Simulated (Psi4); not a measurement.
CH₅F₂NSi, singlet, geometry from GFN2-xTB. Base run: CCSD(T)/cc-pVDZ run with Psi4.

Here is a job for Psi4.
```
memory 2 GB

molecule mol {
0 1
  C     1.617212    0.646632   -0.689872
  Si   -0.016353    0.006959    0.003521
  N    -1.355697    1.049339    0.187977
  F     0.237552   -0.643975    1.444477
  F    -0.529163   -1.217356   -0.892450
  H     1.495513    1.055882   -1.688822
  H     2.038606    1.428664   -0.064479
  H     2.352201   -0.151369   -0.752547
  H    -1.872096    1.364960   -0.614230
  H    -1.374187    1.731254    0.925939
}

set basis cc-pvdz
set reference rhf
set freeze_core true

energy('ccsd(t)')
print_variables()
```

Each row names what was changed in the base input (with any setting that the change needs).

```
change                ΔE vs base (kcal/mol)  MP2 correlation (Eh)  basis functions  core-seconds (rough)
--------------------  ---------------------  --------------------  ---------------  --------------------
base                                  0.000              -0.78068               99                   100
method = mp4                          -0.83              -0.78068               99                    90
method = fno-ccsd(t)                  0.000              -0.78068               99                   100
method = dlpno-mp2                    32.53              -0.78050               99                     7
method = ccsd                           [?]              -0.78068               99                    90
method = mp2                          32.46              -0.78061               99                     4
method = qcisd(t)                    -0.405              -0.78068               99                   100
method = mp3                            [?]              -0.78061               99                     6
```

**Question.** Complete the blanks.

**Answer.** 
- method = ccsd, ΔE vs base (kcal/mol): 10.28
- method = mp3, ΔE vs base (kcal/mol): 17.12
